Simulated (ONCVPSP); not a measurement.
**u(r) = r·R(r): atom against pseudo-atom (Ir)**

Columns: radius, all-electron u(r) and pseudo u(r) of the 5d shell (level -24.41 eV) of iridium in the configuration [Kr] 4d10 4f14 5s2 5p6 5d7; PBE, scalar-relativistic, ONCV scheme, ONCVPSP 4.0.1.

```csv
r (bohr),all-electron,pseudo
0.115,0.2660,0.0033
0.230,-0.1273,0.0250
0.345,-0.3980,0.0783
0.460,-0.2997,0.1675
0.575,-0.0300,0.2871
0.690,0.2571,0.4239
0.805,0.4952,0.5608
0.920,0.6679,0.6817
1.035,0.7786,0.7746
1.150,0.8387,0.8339
1.265,0.8604,0.8599
1.380,0.8546,0.8576
1.495,0.8300,0.8341
1.610,0.7931,0.7964
1.725,0.7487,0.7507
1.840,0.7002,0.7011
1.955,0.6500,0.6503
2.070,0.5998,0.5999
2.185,0.5508,0.5508
2.300,0.5037,0.5037
2.415,0.4589,0.4589
2.530,0.4169,0.4169
2.645,0.3778,0.3778
2.760,0.3415,0.3415
2.875,0.3081,0.3081
2.990,0.2774,0.2774
```

Question: How many radial nodes do the two functions have?

Answer: The all-electron 5d function has n − l − 1 = 2; the pseudo-wave has 0, since the states of the same l below it are removed with the core.

Question: At about which radius was the pseudo-wave matched?

Answer: 2.30 bohr. The columns agree to 0.0005 from 1.96 bohr on; several derivatives are matched, so the curves merge somewhat inside the radius.

Question: Where does each function peak?

Answer: Outermost all-electron maximum near 1.26 bohr, pseudo maximum near 1.26 bohr (to the table’s step).

Question: Is the pseudo-wave norm-conserving?

Answer: Yes: the ONCV scheme keeps the norm inside the radius equal to the all-electron one, which fixes the energy derivative of the logarithmic derivative at the level.
